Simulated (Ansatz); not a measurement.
`FC(F)(F)C1=CC(C(F)(F)F)=[O+][Zn-]([Cl])[O]1` + `[F][Ga]([F])[Cl]` → `[F][Zn][Cl]` + `FC(F)(F)C1=CC(C(F)(F)F)=[O+][Ga-]([F])([Cl])[O]1`  (redistribution)

Calculated with Ansatz (gas phase, PBE0-D4/def2-TZVP geometries, no zero-point term in ΔE). CCSD(T)/CBS is the MP2 limit (def2-TZVPP, def2-QZVPP) plus CCSD(T) − MP2 in def2-TZVPP, frozen cores. DFT in def2-TZVPP. HSE06 is defined as in plane-wave codes. For Ga, Zn outer-core shells are correlated without core-valence functions, which leaves a few kJ/mol of doubt a bond. Scalar relativity is left out up to krypton.

`FC(F)(F)C1=CC(C(F)(F)F)=[O+][Zn-]([Cl])[O]1`:

Z-matrix (Å, degrees):
```
C
F 1 1.331
F 1 1.330 2 108.2
F 1 1.330 2 108.2 3 117.4
C 1 1.539 2 112.4 3 -121.3
O 5 1.256 1 113.0 2 -179.7
C 5 1.391 1 118.9 2 0.3
Zn 6 1.943 5 124.0 1 -180.0
C 7 1.391 5 122.1 1 180.0
H 7 1.078 5 119.0 1 -0.0
Cl 8 2.104 6 133.2 5 180.0
O 8 1.943 6 93.6 5 -0.0
C 9 1.539 7 118.9 5 -180.0
F 13 1.332 9 112.4 7 -0.2
F 13 1.330 9 109.7 7 120.2
F 13 1.330 9 109.7 7 -120.6
```

`[F][Ga]([F])[Cl]`:

Z-matrix (Å, degrees):
```
Ga
F 1 1.729
Cl 1 2.096 2 121.7
F 1 1.729 2 116.7 3 180.0
```

`[F][Zn][Cl]`:

Z-matrix (Å, degrees):
```
Zn
F 1 1.739
Cl 1 2.073 2 180.0
```

`FC(F)(F)C1=CC(C(F)(F)F)=[O+][Ga-]([F])([Cl])[O]1`:

```xyz
17

F     1.871    2.377   -1.039
C     1.806    1.172   -1.599
F     1.416    1.317   -2.860
F     3.020    0.637   -1.586
C     0.824    0.248   -0.860
C     0.127    0.733    0.239
C    -0.777   -0.058    0.934
C    -1.529    0.535    2.138
F    -1.270   -0.183    3.224
F    -1.174    1.796    2.372
F    -2.836    0.503    1.905
O    -1.091   -1.257    0.704
Ga   -0.342   -2.319   -0.701
F     0.721   -3.472    0.052
Cl   -1.816   -2.875   -2.111
O     0.759   -0.903   -1.368
H     0.291    1.749    0.558
```

| level | ΔE (eV) |
| --- | --- |
| BLYP-D4 | -0.23 |
| HSE06-D4 | -0.19 |
| LC-ωPBE | -0.18 |
| HF/def2-QZVPP | -0.09 |

Q: What does CCSD(T)/CBS give? (Estimate.)

A: Computed: -0.20 eV. The listed levels differ from it by -0.03, 0.01, 0.02, 0.11 eV.

Largest T1 diagnostic among the species: 0.016.

At CCSD(T), def2-SVP lies +0.32 eV from the extrapolated value and def2-TZVPP +0.02 eV. In def2-TZVPP, CCSD(T) changes the Hartree–Fock value by −0.10 eV (the triples alone add −0.00 eV) and MP2 by −0.12 eV.
